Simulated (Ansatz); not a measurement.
Two isomers of C3H8Si: A = `C=CC[SiH3]`, B = `CC1C[SiH2]1`.

Calculated with Ansatz (gas phase, PBE0-D4/def2-TZVP geometries, no zero-point term in ΔE). CBS: MP2 limit from def2 TZ/QZ plus the TZ coupled-cluster correction, frozen cores. DFT in def2-TZVPP. B3LYP here is the variant with VWN-RPA as its local correlation; programs differ in this. One conformer a species, not always the lowest.

A:

Z-matrix (Å, degrees):
```
C
C 1 1.489
Si 1 1.887 2 111.3
H 1 1.096 2 110.9 3 -119.8
H 1 1.094 2 111.0 3 120.8
C 2 1.327 1 125.5 3 -106.0
H 2 1.089 1 115.9 3 71.9
H 3 1.486 1 110.0 2 65.0
H 3 1.488 1 110.0 2 -54.8
H 3 1.489 1 110.4 2 -174.6
H 6 1.086 2 121.5 1 -1.9
H 6 1.083 2 121.4 1 178.1
```

B:

```xyz
12

C     0.9804    0.4614    1.1061
C     0.1113   -0.4806    0.3127
C     0.1398   -0.3611   -1.2245
Si   -1.4938    0.0407   -0.4555
H     0.8766    1.4915    0.7531
H     2.0389    0.1923    1.0176
H     0.7165    0.4515    2.1660
H     0.1453   -1.5101    0.6634
H     0.7386    0.4553   -1.6189
H     0.2606   -1.2805   -1.7884
H    -1.9019    1.4591   -0.3599
H    -2.6124   -0.9194   -0.5718
```

(1) Which is lower in electronic energy at CCSD(T)/CBS, and by how much? (An estimate is asked.)

(2) Give E(B) − E(A) in kcal/mol with B2PLYP, LDA (SPW92), B3LYP-D4, B3LYP, CCSD(T)/def2-TZVPP, MP2/def2-TZVPP, CCSD/def2-TZVPP. (An estimate is asked.)

(3) Does the order hold for the free energy at 298.15 K (harmonic terms from PBE0-D4)? (An estimate is asked.)

Largest T1 diagnostic: 0.011.

Answers

(1) Computed: A, by 9.6 kcal/mol.

(2) The calculation gave: B2PLYP 10.6, LDA (SPW92) 2.2, B3LYP-D4 11.4, B3LYP 11.6, CCSD(T)/def2-TZVPP 9.9, MP2/def2-TZVPP 7.6, CCSD/def2-TZVPP 10.4. None reverses the order clearly.

(3) The calculation gave: Yes: G(B) − G(A) = +12.2 kcal/mol, for one conformer each.

In def2-TZVPP, CCSD(T) changes the Hartree–Fock value by −7.1 kcal/mol (the triples alone add −0.5 kcal/mol) and MP2 by −9.4 kcal/mol. Leaving LDA and LC-ωPBE aside and taking each functional with its dispersion term where it has one, the values, not all of them listed here, spread over 6.2 kcal/mol, from PBE0-D4 to BLYP-D4. LDA lies −4.2 kcal/mol from PBE without D4.
